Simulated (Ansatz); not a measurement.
Consider the hydrogenolysis of a B–O bond: `O[BH][SnH2][OH]` + H₂ → `[BH2][SnH2][OH]` + H₂O.

Isolated molecules relaxed with PBE0-D4/def2-TZVP in Ansatz; ΔE leaves out vibrations. CCSD(T)/CBS adds triple-zeta CCSD(T) − MP2 to the extrapolated MP2 energy (def2 sets, frozen cores). This one scheme is used for every species. Elements past krypton have def2 core potentials. For Sn outer-core shells are correlated without core-valence functions, which leaves a few kJ/mol of doubt a bond. One conformer a species, not always the lowest.

```tsv
species	CCSD(T)/CBS(def2) energy (Eh)
`O[BH][SnH2][OH]`	-392.21287
H₂	-1.17544
`[BH2][SnH2][OH]`	-316.96213
H₂O	-76.37941
```

Q: Work out ΔE.

A: ΔE = (-316.96213) + (-76.37941) − (-392.21287) − (-1.17544) = 0.04677 Eh = +122.8 kJ/mol.

Largest T1 diagnostic among the species: 0.015.

From PBE to PBE0 (25 % exact exchange), in def2-TZVPP and without D4, ΔE moves by −7.4 kJ/mol. At CCSD(T), def2-SVP lies +23.6 kJ/mol from the extrapolated value and def2-TZVPP +1.7 kJ/mol.
